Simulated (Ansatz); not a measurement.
Reaction (redistribution): `C[O][In]([OH])[OH]` + `O[SiH2]CCl` → `[OH][In]([OH])[Cl]` + `COC[SiH2]O`

Gas-phase electronic energies from Ansatz, PBE0-D4/def2-TZVP geometries. CCSD(T)/CBS adds triple-zeta CCSD(T) − MP2 to the extrapolated MP2 energy (def2 sets, frozen cores). Functionals use def2-TZVPP. B3LYP here is the variant with VWN-RPA as its local correlation; programs differ in this. Elements past krypton have def2 core potentials. For In outer-core shells are correlated without core-valence functions, which leaves a few kJ/mol of doubt a bond. One conformer a species, not always the lowest.

```json
{"level": "PBE-D4", "ΔE (kJ/mol)": "-67.4"}
{"level": "B3LYP-D4", "ΔE (kJ/mol)": "-70.3"}
{"level": "ωB97X-V", "ΔE (kJ/mol)": "-72.2"}
{"level": "ωB97M-V", "ΔE (kJ/mol)": "-72.6"}
{"level": "B2PLYP", "ΔE (kJ/mol)": "-66.4"}
{"level": "MP2/def2-TZVPP", "ΔE (kJ/mol)": "-63.8"}
{"level": "CCSD(T)/def2-TZVPP", "ΔE (kJ/mol)": "-67.7"}
{"level": "CCSD/CBS(def2)", "ΔE (kJ/mol)": "-65.0"}
```

Task: What does CCSD(T)/CBS give? (Estimate.)

Result: The calculation gave: -62.6 kJ/mol. The listed levels differ from it by -4.8, -7.7, -9.6, -10.0, -3.8, -1.2, -5.1, -2.4 kJ/mol.

Largest T1 diagnostic among the species: 0.017.

From PBE to PBE0 (25 % exact exchange), in def2-TZVPP and without D4, ΔE moves by −7.2 kJ/mol. In def2-TZVPP, CCSD(T) changes the Hartree–Fock value by +16.1 kJ/mol (the triples alone add +2.4 kJ/mol) and MP2 by +20.0 kJ/mol.
